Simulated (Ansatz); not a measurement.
CH$_{3}$Cl, charge +1, doublet, geometry from GFN2-xTB (a state made from the parent by changing its charge; the spin is typed, not shown lowest), atoms displaced at random by about 0.08 Å a coordinate; PBE/STO-3G, gradient in Ansatz (an electronic-structure program).

Input for Ansatz:
Ansatz 0.2 input:
```yaml
crystal:
  periodic: [false, false, false]
  atoms:
    - {symbol: C, position_ang: [-0.19079460, 0.09186915, -1.18244851]}
    - {symbol: Cl, position_ang: [-0.01291441, -0.00028593, 0.59047411]}
    - {symbol: H, position_ang: [-0.08869289, 1.09068305, -1.38073478]}
    - {symbol: H, position_ang: [0.94250134, -0.32589063, -1.28821418]}
    - {symbol: H, position_ang: [-1.00232312, -0.35576604, -1.60844353]}
basis:
  gaussian:
    orbitals: STO-3G
hamiltonian:
  xc: pbe
total_charge: 1
magnetization: {spin_polarized: true, initial_magnetization: 1}
output: {forces: true}
```

It wrote (shortened):

```
Functional definition: PBE
204 factors; integrals over basis functions are off by at most 2.7e-5 eV
mean field evaluation 1: about -13440.8572 eV, gradient 4.0e0 eV
mean field evaluation 2: about -13440.9038 eV, gradient 3.3e0 eV
mean field evaluation 4: about -13441.0432 eV, gradient 3.4e-1 eV
mean field evaluation 8: about -13441.0057 eV, gradient 4.2e-3 eV
mean field evaluation 16: about -13440.7043 eV, gradient 1.8e0 eV
mean field -13441.00574969 eV, -493.9478506602 hartree, gradient 2.7e-6 eV, S^2 0.750451; 3 other end points of the search recorded, 0 dependent functions left out
the calculation of the forces begins
reference -13441.00576759 eV, -493.9478513181 hartree; 13, 12 occupied and 4, 5 virtual orbitals, 204 factors
Total energy: -13441.00576759 eV, -493.9478513181 hartree
Atom 0 at    -0.190795     0.091869    -1.182449 Å, force     5.163507    -1.605954     2.021674 eV/Å
Atom 1 at    -0.012914    -0.000286     0.590474 Å, force    -0.611284    -0.375049     2.177466 eV/Å
Atom 2 at    -0.088693     1.090683    -1.380735 Å, force     0.546574     4.774517    -1.413689 eV/Å
Atom 3 at     0.942501    -0.325891    -1.288214 Å, force    -1.495666     0.078253    -1.029654 eV/Å
Atom 4 at    -1.002323    -0.355766    -1.608444 Å, force    -3.603131    -2.871766    -1.755797 eV/Å
Dipole moment:     0.066113     0.025965    -0.499103 e Å
```
